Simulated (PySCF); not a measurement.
Ionising CsP

UHF-CCSD(T); basis Cs def2-SVPD with ECP46, P def2-SVPD; scalar-relativistic core potentials; PySCF 2.14. Neutral (UHF): triplet (π ↑↑), Re = 3.409 Å, ωe = 156 cm⁻¹, De = 0.75 eV.

CsP⁺ (UHF): quartet (σ ↑, π ↑↑), Re = 3.962 Å, ωe = 61.3 cm⁻¹, De = 0.15 eV to Cs⁺ + P. The energies at the minima are -360.61315 hartree for CsP and -360.45220 for CsP⁺.

Problem. Work out the adiabatic ionisation energy, without and with harmonic zero-point energies (1 hartree = 27.2114 eV, 1 eV = 8065.5 cm⁻¹), and the change of the bond length.

Solution. At UHF-CCSD(T): 0.16095 hartree = 4.380 eV between the minima; the zero-point term (61.3 − 156.0)/2 cm⁻¹ = -0.006 eV makes it 4.374 eV. Re changes by +55.3 pm against the neutral. The electron leaves a σ orbital, and the ion is left as a loose complex of an ion and an atom.

Correlated steps freeze 5 core orbitals. Weak bonds: CsP⁺. Basis-set superposition, not corrected here, can be much of De in a small basis, most of all at correlated wavefunction levels. Spin–orbit coupling is left out, which matters for elements this heavy, above all for dissociation energies. For an ion De counts to the pair picked by the measured ionisation energies or electron affinities, which need not be the lowest pair at this level. States were picked by a PBE0 search and need not be the measured ground states.
